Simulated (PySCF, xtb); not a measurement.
CH3BBrClO, SMILES COB(Cl)Br.

GFN2-xTB run with xtb 6.7.1 at its own geometry gives an orbital gap of 5.28 eV and a dipole moment of 4.56 D.

Coordinates come from a B3LYP-D3(BJ)/def2-SVP optimisation. The values are those of a single conformer.

Question: What does M06-2X/def2-TZVP (PySCF) give? (Estimate from the structure and the level; the computed values follow.)

Answer: gap 10.15 eV (levels -9.70 and 0.45 eV), dipole 2.50 D.
